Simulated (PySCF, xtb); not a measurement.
C₂H₄BFO₂, SMILES B1(OCOC1)F.

GFN2-xTB (xtb) at its own geometry gives an orbital gap of 5.52 eV and a dipole moment of 0.91 D.

Coordinates come from a PBE0-D3(BJ)/def2-SVP optimisation. The structure was generated by enumeration, and PubChem lists no compound with its InChIKey, so it may never have been made. Other conformers were not sampled.

Q: What does PBE0/def2-TZVP in PySCF give? (Estimate from the structure and the level; the computed values follow.)

A: gap 8.41 eV (levels -7.83 and 0.58 eV), dipole 1.09 D.
